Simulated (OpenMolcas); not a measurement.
Mo3+ (d3) on a cation site of an ionic host was computed by CASSCF with the d shell active (OpenMolcas, ANO-RCC-VTZP on the metal). Its lowest spin-free states, and all those of the highest spin:

```
2S+1  Degeneracy  E (cm-1)
   4           3       0.0
   2           2     170.4
   2           3     12761
   4           3     13116
   2           3     13269
   2           3     17283
   4           3     23096
   2           3     24967
   2           1     25424
   4           1     27544
   2           3     28146
   2           2     29885
```

**Question.** Is the site octahedral, tetrahedral or cube-like, axial, or of lower symmetry?

**Answer.** The states with 2S+1 = 4 have orbital degeneracies 3, 3, 3, 1. Threefold states need a cubic site. For d3 at this spin an octahedron puts the single A2 below the threefold T2 and a tetrahedron or cube puts the threefold T1 below the threefold T2, so the site is a tetrahedron or a cube, which this pattern cannot tell apart. The run had Mo3+ with its 8 nearest fluoride ions at 2.212 Å, on the Ca site of CaF2 (a = 5.46294 Å, distance in the model lattice 2.366 Å). The rest of the host is ab initio model potentials to 7.6 Å and point charges beyond; the distance is set by hand and nothing relaxes, and no local charge compensation is placed. Ligand basis ANO-RCC-VDZP.

Spin-orbit coupling mixes the spin-free states strongly: the lowest level takes only 67 % from its leading state, 4T1. Without dynamic correlation the repulsion within the d shell is too large (B by tens of per cent), so at a given field states of lower spin stand too high. This shell can be high or low spin here, a state of another spin lies low, and with metal d orbitals alone active their balance is uncertain, so the ground spin may be wrong. With metal d orbitals alone the field can be off either way by tens of per cent. Ligand-to-metal charge-transfer states are missing. With no ligand orbital active B as a rule stays too high, so bands that hang on it stand too high and its fall with covalency is understated. No measured value stands beside these numbers; the geometry was set by hand and not optimised.
